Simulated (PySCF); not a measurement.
Predicted microwave data (PBE0/pcSseg-1 in PySCF (dipole) on a GFN2-xTB geometry, gas phase) for one isomer of C6H9F3NP:

| Quantity | Value |
| --- | --- |
| Rotational constants | A = 1026, B = 811.7, C = 531.2 MHz |
| Dipole components | \|μa\| = 1.97 D, \|μb\| = 0.46 D, \|μc\| = 0.89 D |
| Inertial defect | -164.03 u·Å² |
| κ | 0.13 |

Question: Which candidate fits, each taken in the one conformer that was computed?
A. `[CH3:1][CH2:2][P:3]([CH2:4][CH2:5][C:6]#[N:7])[C:8]([F:9])([F:10])[F:11]` with C1–C2–P3–C4 -177°, C2–P3–C4–C5 178°, P3–C4–C5–C6 171°
B. `[F:1][C:2]([F:3])([F:4])/[CH:5]=[P:6]\[N:7]1[CH2:8][CH2:9][CH2:10][CH2:11]1` with C5–P6–N7–C8 -175°, P6–N7–C8–C9 -136°, N7–C8–C9–C10 -41°, C8–C9–C10–C11 34°, C9–C10–C11–N7 -14°
C. `[CH2:1]=[CH:2]/[C:3](=[P:4]/[C:5]([F:6])([F:7])[F:8])[N:9]([CH3:10])[CH3:11]` with C1–C2–C3–P4 -34°
D. `[CH3:1][CH2:2][CH2:3][P:4]([CH2:5][C:6]#[N:7])[C:8]([F:9])([F:10])[F:11]` with C1–C2–C3–P4 58°, C2–C3–P4–C5 172°, C3–P4–C5–C6 70°

Answer: D. It is CCCP(CC#N)C(F)(F)F, an asymmetric top, point group C1. The candidates at the same level (rigid rotor, commonest isotopes):

| SMILES | A (MHz) | B (MHz) | C (MHz) | μa (D) | μb (D) | μc (D) | Δ (u·Å²) | point group | rotor |
| --- | --- | --- | --- | --- | --- | --- | --- | --- | --- |
| CCCP(CC#N)C(F)(F)F | 1026 | 811.7 | 531.2 | 1.97 | 0.46 | 0.89 | -164.03 | C1 | asymmetric top |
| FC(F)(F)/C=P\N1CCCC1 | 1900 | 588.7 | 499.5 | 4.16 | 0.08 | 0.08 | -112.63 | C1 | asymmetric top |
| C=C/C(=P/C(F)(F)F)N(C)C | 1366 | 752.2 | 560.6 | 4.67 | 2.53 | 0.23 | -140.34 | C1 | asymmetric top |
| CCP(CCC#N)C(F)(F)F | 1468 | 562.7 | 462.7 | 3.24 | 1.76 | 0.72 | -149.96 | C1 | asymmetric top |

`C=C/C(=P/C(F)(F)F)N(C)C` has A 33 % too high; `FC(F)(F)/C=P\N1CCCC1` has A 85 % too high; `CCP(CCC#N)C(F)(F)F` has A 43 % too high. No structure here is proved a minimum.
